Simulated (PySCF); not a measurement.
UHF on Al²⁺ (aluminium, charge +2)

Configuration: [Ne] 3p1, 2P determinant (an excited configuration). Calculation: PySCF 2.14, in x2c-QZVPPall (9s6p4d2f1g, 70 functions); scalar relativity by spin-free X2C-1e.

```
Total energy                                                  : -241.225481 hartree
One-electron energy                                           : -327.1821 hartree
Hartree (Coulomb) energy                                      : 103.6747 hartree
Exchange energy                                               : -17.7181 hartree
⟨S²⟩                                                          : 0.7500
⟨L²⟩                                                          : 2.000
Sum of ⟨r⟩                                                    : 7.652 bohr
Sum of ⟨r²⟩                                                   : 11.35 bohr²
Traceless quadrupole moment −½Σ⟨3z² − r²⟩ along its main axis : -3.08 e·bohr²
Langevin diamagnetic susceptibility                           : -8.99 ×10⁻⁶ cm³/mol
```

```json
{"shell": "1s α", "electrons": "1", "mean orbital energy (eV)": "-1617.6", "spread (eV)": "0", "rms radius, mean of both spins (bohr)": "0.139"}
{"shell": "1s β", "electrons": "1", "mean orbital energy (eV)": "-1617.5", "spread (eV)": "0", "rms radius, mean of both spins (bohr)": "0.139"}
{"shell": "2s α", "electrons": "1", "mean orbital energy (eV)": "-155.81", "spread (eV)": "0", "rms radius, mean of both spins (bohr)": "0.676"}
{"shell": "2s β", "electrons": "1", "mean orbital energy (eV)": "-155.60", "spread (eV)": "0", "rms radius, mean of both spins (bohr)": "0.676"}
{"shell": "2p α", "electrons": "3", "mean orbital energy (eV)": "-109.69", "spread (eV)": "0.416", "rms radius, mean of both spins (bohr)": "0.670"}
{"shell": "2p β", "electrons": "3", "mean orbital energy (eV)": "-109.32", "spread (eV)": "0.442", "rms radius, mean of both spins (bohr)": "0.670"}
{"shell": "3p α", "electrons": "1", "mean orbital energy (eV)": "-21.538", "spread (eV)": "0", "rms radius, mean of both spins (bohr)": "2.78"}
```

Densities and radii are taken from the X2C orbitals without a picture-change correction, which distorts them close to the nucleus.

Spin-orbit constants ζ (cm⁻¹) from the X2C one-electron operator on these orbitals: bare nucleus, nucleus screened by l(l+1)(2l+1)/3 electrons, and screened by the Breit-Pauli mean field of the electrons.

| shell | bare | screened nucleus | mean field |
| --- | --- | --- | --- |
| 2p | 2702 | 2287 | 2101 |
| 3p | 163.9 | 138.7 | 125.9 |

To first order the Landé constant is A = 125.9 cm⁻¹, so the lowest level has J = 1/2 and lies 0.0156 eV below the centre of the term.
